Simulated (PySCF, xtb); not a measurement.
HO2, SMILES O[O] (connectivity only; charge and spin as stated), charge -1, multiplicity 1.

Harmonic wavenumbers (cm⁻¹) from GFN2-xTB run with xtb 6.7.1 at its own minimum, in rising order: 999, 1169, 3541.

What does B3LYP-D3(BJ)/def2-TZVPD run with PySCF give at its own minimum? (Estimate from the structure and the level; the computed values follow.)

791, 1142, 3749. Paired by order, the mean absolute difference is 148 cm⁻¹ and the zero-point energies are 8.2 and 8.1 kcal/mol.
